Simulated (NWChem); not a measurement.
System: NaF; SMILES [F][Na]

Parts of the log:

```
             Northwest Computational Chemistry Package (NWChem) 7.3.0
             --------------------------------------------------------

                             Geometry "geometry" -> ""
                             -------------------------

 Output coordinates in angstroms (scale by  1.889725989 to convert to a.u.)

  No.       Tag          Charge          X              Y              Z
 ---- ---------------- ---------- -------------- -------------- --------------
    1 Na                  11.0000     0.00000000     0.00000000    -0.85669100
    2 F                    9.0000     0.00000000     0.00000000     1.03156000

 Effective nuclear repulsion energy (a.u.)      27.7444829374

                                 NWChem DFT Module
                                 -----------------

 Summary of "ao basis" -> "ao basis" (spherical)
 ------------------------------------------------------------------------------
       Tag                 Description            Shells   Functions and Types
 ---------------- ------------------------------  ------  ---------------------
 Na                        def2-svpd                 8       18   4s3p1d
 F                         def2-svpd                 9       23   4s3p2d

            General Information
            -------------------
          SCF calculation type: DFT
          Wavefunction type:  closed shell.
          No. of atoms     :     2
          No. of electrons :    20
           Alpha electrons :    10
            Beta electrons :    10
          Charge           :     0
          Spin multiplicity:     1
          Use of symmetry is: off; symmetry adaption is: off
          Maximum number of iterations: 150
          AO basis - number of functions:    41
                     number of shells:    17
          Convergence on energy requested:  1.00D-06
          Convergence on density requested:  1.00D-05
          Convergence on gradient requested:  5.00D-04

              XC Information
              --------------
                         B3LYP Method XC Potential
                     Hartree-Fock (Exact) Exchange  0.200
                        Slater Exchange Functional  0.800 local
                    Becke 1988 Exchange Functional  0.720 non-local
              Lee-Yang-Parr Correlation Functional  0.810
                  VWN I RPA Correlation Functional  0.190 local

             Grid Information
             ----------------
          Grid used for XC integration:  medium
          Radial quadrature: Mura-Knowles
          Angular quadrature: Lebedev.
          Tag              B.-S. Rad. Rad. Pts. Rad. Cut. Ang. Pts.
          ---              ---------- --------- --------- ---------
          Na                  1.80       88          12.0       434
          F                   0.50       49          11.0       434
          Grid pruning is: on
          Number of quadrature shells:   137
          Spatial weights used:  Erf1

      Superposition of Atomic Density Guess
      -------------------------------------

 Sum of atomic energies:        -261.08999101

      Non-variational initial energy
      ------------------------------

 Total energy =    -260.787869
 1-e energy   =    -421.777714
 2-e energy   =     133.245361
 HOMO         =      -0.649735
 LUMO         =      -0.056458

   convergence    iter        energy       DeltaE   RMS-Dens  Diis-err
 ---------------- ----- ----------------- --------- --------- ---------
 d= 0,ls=0.0,diis     1   -261.9672403637 -2.90D+02  6.02D-02  8.22D-01
 d= 0,ls=0.0,diis     2   -259.9354351767  2.03D+00  5.50D-02  1.81D+01
 d= 0,ls=0.0,diis     3   -262.0623178908 -2.13D+00  2.35D-03  1.44D-02
 d= 0,ls=0.0,diis     4   -262.0633085391 -9.91D-04  4.89D-04  2.88D-03
 d= 0,ls=0.0,diis     5   -262.0635605249 -2.52D-04  1.02D-04  1.98D-05
  Resetting Diis
 d= 0,ls=0.0,diis     6   -262.0635624739 -1.95D-06  7.20D-06  1.54D-07
 d= 0,ls=0.0,diis     7   -262.0635624874 -1.35D-08  1.64D-06  7.82D-10

         Total DFT energy =     -262.063562487394
      One electron energy =     -424.473969563549
           Coulomb energy =      159.658233362122
    Exchange-Corr. energy =      -24.992309223336
 Nuclear repulsion energy =       27.744482937369

 Numeric. integr. density =       19.999999412704

                       DFT Final Molecular Orbital Analysis
                       ------------------------------------

[...]

                                NWChem TDDFT Module
                                -------------------

            General Information
            -------------------
           No. of orbitals :      82
            Alpha orbitals :      41
             Beta orbitals :      41
        Alpha frozen cores :       0
         Beta frozen cores :       0
     Alpha frozen virtuals :       0
      Beta frozen virtuals :       0
         Spin multiplicity :       1
    Number of AO functions :      41
        Use of symmetry is : off
      Symmetry adaption is : off
         Schwarz screening :  0.10D-07

              XC Information
              --------------
                  B3LYP Method XC Potential
              Hartree-Fock (Exact) Exchange   0.20
                 Slater Exchange Functional   0.80 local
             Becke 1988 Exchange Functional   0.72 non-local
       Lee-Yang-Parr Correlation Functional   0.81
           VWN I RPA Correlation Functional   0.19 local

             TDDFT Information
             -----------------
          Calculation type : Tamm-Dancoff TDDFT
         Wavefunction type : Restricted singlets
          No. of electrons :      20
           Alpha electrons :      10
            Beta electrons :      10
              No. of roots :       6
          Max subspacesize :    5200
            Max iterations :     100
               Target root :       1
           Target symmetry : none
      Symmetry restriction : off
                 Algorithm : Optimal
        Davidson threshold :  0.10D-03

    6 smallest eigenvalue differences (eV)
--------------------------------------------------------
  No. Spin  Occ  Vir  Irrep   E(Occ)    E(Vir)   E(Diff)
--------------------------------------------------------
    1    1   10   11 a        -0.244    -0.063     4.940
    2    1    9   11 a        -0.244    -0.063     4.940
    3    1    8   11 a        -0.252    -0.063     5.159
    4    1   10   12 a        -0.244     0.008     6.861
    5    1    9   12 a        -0.244     0.008     6.861
    6    1   10   13 a        -0.244     0.008     6.861
--------------------------------------------------------

  Entering Davidson iterations
  Restricted singlet excited states

  Iter   NTrls   NConv    DeltaV     DeltaE      Time
  ----  ------  ------  ---------  ---------  ---------
    1      6       0     0.10E+00   0.10+100        1.1
    2     12       0     0.13E-01   0.87E-02        0.7
    3     18       1     0.91E-02   0.89E-03        0.9
    4     23       4     0.36E-02   0.31E-03        1.0
    5     25       5     0.74E-03   0.21E-04        0.8
    6     26       5     0.17E-03   0.90E-06        0.7
    7     27       6     0.75E-04   0.23E-07        0.7
  ----  ------  ------  ---------  ---------  ---------
  Convergence criterion met

  Ground state a        -262.063562487394 a.u.

  ----------------------------------------------------------------------------
  Root   1 singlet a              0.147179329 a.u.                4.0050 eV
  ----------------------------------------------------------------------------
     Transition Moments    X  0.00290   Y -0.31596   Z  0.00000
     Dipole Oscillator Strength                    0.0097963014
     Electric Quadrupole                           0.0000000001
     Magnetic Dipole                               0.0000000067
     Total Oscillator Strength                     0.0097963082

     Occ.    9  a   ---  Virt.   11  a       -0.99692
     Occ.    9  a   ---  Virt.   14  a       -0.05719
  ----------------------------------------------------------------------------
  Root   2 singlet a              0.147179329 a.u.                4.0050 eV
  ----------------------------------------------------------------------------
     Transition Moments    X -0.31596   Y -0.00290   Z -0.00000
     Dipole Oscillator Strength                    0.0097963013
     Electric Quadrupole                           0.0000000001
     Magnetic Dipole                               0.0000000067
     Total Oscillator Strength                     0.0097963082

     Occ.   10  a   ---  Virt.   11  a       -0.99692
     Occ.   10  a   ---  Virt.   14  a       -0.05719
  ----------------------------------------------------------------------------
  Root   3 singlet a              0.161544868 a.u.                4.3959 eV
  ----------------------------------------------------------------------------
     Transition Moments    X -0.00000   Y  0.00000   Z  0.68789
     Dipole Oscillator Strength                    0.0509611500
     Electric Quadrupole                           0.0000000000
     Magnetic Dipole                               0.0000000000
     Total Oscillator Strength                     0.0509611501

     Occ.    8  a   ---  Virt.   11  a        0.98854
     Occ.    9  a   ---  Virt.   13  a        0.07709
     Occ.    9  a   ---  Virt.   20  a        0.05550
     Occ.   10  a   ---  Virt.   12  a        0.07709
     Occ.   10  a   ---  Virt.   19  a        0.05549
  ----------------------------------------------------------------------------
  Root   4 singlet a              0.218874639 a.u.                5.9559 eV
  ----------------------------------------------------------------------------
     Transition Moments    X -0.00000   Y  0.00000   Z -0.00000
     Dipole Oscillator Strength                    0.0000000000
     Electric Quadrupole                           0.0000000328
     Magnetic Dipole                               0.0000000000
     Total Oscillator Strength                     0.0000000328

[...]
```

Level: B3LYP/def2-SVPD, TDA. Geometry: optimised at PBE0/def2-SVP.

**Question.** Which NWChem input produces such a log?

**Answer.** This is not unique; one that fits is the input that was run:
```
start job
memory heap 200 mb stack 900 mb global 1100 mb
geometry units angstroms noautosym nocenter noautoz
  Na     0.000000     0.000000    -0.856691
  F      0.000000     0.000000     1.031560
end
basis spherical
  * library def2-svpd
end
dft
  xc b3lyp
  iterations 150
end
tddft
  cis
  nroots 6
  notriplet
end
task tddft energy
```
